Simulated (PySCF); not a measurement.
HTaN, doublet: molecular constants

These are results of PySCF, UPBE0, basis Ta def2-TZVP with ECP60, N def2-TZVP, H def2-TZVP (scalar-relativistic core potentials, no spin–orbit coupling, density fitting), not measurements.

The structure is a minimum.

Coordinates in bohr (charge 0 multiplicity 2):
```
Ta    0.1537    0.0000   -0.1640
N    -2.1812    0.0000    1.9842
H     2.7217    0.0000    1.9782
```

```json
{
  "Point group": "Cs",
  "Bond lengths": "Ta–H 1.770 Å, Ta–N 1.679 Å",
  "Bond angles": "H–Ta–N 97.5°",
  "Highest occupied level (α)": "-6.05 eV",
  "Lowest empty level (α)": "-2.75 eV",
  "Atomisation energy without zero-point energy": "875 kJ/mol",
  "Rotational constants": "5.483, 0.4584, 0.423 cm⁻¹",
  "Heat capacity Cp at 298.15 K": "38.6 J/(mol K)",
  "Zero-point energy": "21.4 kJ/mol",
  "Entropy at 298.15 K and 1 bar (electronic part: spin only)": "266.0 J/(mol K)",
  "Principal polarisabilities": "53.4, 67.0, 70.3 bohr³",
  "Spin squared ⟨S²⟩": "0.762",
  "Enthalpy at 298.15 K above 0 K": "10.38 kJ/mol",
  "Rotational symmetry number": "1",
  "Dipole moment": "5.18 D",
  "Principal quadrupole moments (Buckingham, traceless) about the centre of mass": "-6.91, 2.80, 4.10 D Å"
}
```

Harmonic modes (masses in u: Ta 180.948, N 14.003, H 1.008):
```
symmetry  ω (cm⁻¹)  IR (km/mol)
      a'       619         30.2
      a'      1107         96.7
      a'      1860          139
```

Charges (e):
| atom | Mulliken | Löwdin | polar tensor | spin (Mulliken) | Mayer order to Ta1 |
| --- | --- | --- | --- | --- | --- |
| Ta1 | 0.55 | 0.45 | 0.97 | 1.18 | – |
| N2 | -0.43 | -0.34 | -0.71 | -0.17 | 3.05 |
| H3 | -0.12 | -0.11 | -0.26 | -0.01 | 0.99 |

Mulliken populations on Ta1 (electrons outside its core potential): s 2.90, p 6.24, d 3.26, f 0.05.

Other isomers or separated fragments may lie lower. With open d or f shells other occupations or spin states may lie lower. Spin–orbit coupling, left out here, can matter for elements this heavy.

The final relaxation and frequency run took 48 s on 2 threads of a shared Arm Neoverse N1 host, with 77 basis functions and 14 gradients; the process peaked at 0.75 GiB. Launch command: `OMP_NUM_THREADS=2 python axn.py task.json out`.
